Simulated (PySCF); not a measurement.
## What settings do to a single point of Ce(NH2)4

The sound run of Ce(NH2)4 (singlet) uses PySCF 2.14.0, RKS r2SCAN, Ce lcecp-2-SVP with ECP46, N def2-SVP, H def2-SVP; non-relativistic Hamiltonian with scalar-relativistic core potentials where named; density fitting; no spin-orbit coupling, grid (50, 194), threshold 1e-8 Eh and 55 cycles, at the relaxed geometry:

```xyz
13

Ce    0.0000    0.0000    0.0000
N     1.2819    1.2424    1.3064
H     1.2334    1.3837    2.3162
H     2.1372    1.7019    0.9869
N    -1.2819   -1.3064    1.2424
H    -2.1383   -0.9867    1.7010
H    -1.2323   -2.3165    1.3843
N     1.2819   -1.2424   -1.3064
H     2.1372   -1.7019   -0.9869
H     1.2334   -1.3837   -2.3162
N    -1.2819    1.3064   -1.2424
H    -1.2323    2.3165   -1.3843
H    -2.1383    0.9867   -1.7010
```

There Ce1 has a Mulliken charge of 1.14 e and the dipole about the centre of mass is 0.00 D. Each run below changes one thing and starts from free metal ions and neutral atoms unless it says otherwise; with 55 cycles, smearing, a level shift and second-order steps follow where DIIS fails, and their cycles count. Energy shifts count from the sound run. On f atoms grids over 110 angular points are at least (60, 302).

```tsv
change	outcome	cycles	energy shift (eV)	largest force component (eV/Å)	charge on Ce1 (e)	dipole about the centre of mass (D)
all coordinates × 1.05	converged	9	0.84	1.92	1.20	0.00
N5 put 1.1 Å from Ce1, limit 98 cycles	converged	14	57.42	138.82	0.74	1.65
start from the bare core Hamiltonian, limit 98 cycles	converged	11	0.0000	0.02	1.14	0.00
```

(1) How does the run with this change end: threshold 0.001?

Unsound on purpose, so not properties of the compound: N5 put 1.1 Å from Ce1, limit 98 cycles.

Forces carry noise of the integration grid, about 0.01 to 0.03 eV/Å.

No frequency check is given that shows the relaxed geometry to be a minimum.

Answers

(1) outcome converged, cycles 6, energy shift (eV) 0.0000, largest force component (eV/Å) 0.02, charge on Ce1 (e) 1.14, dipole about the centre of mass (D) 0.01.
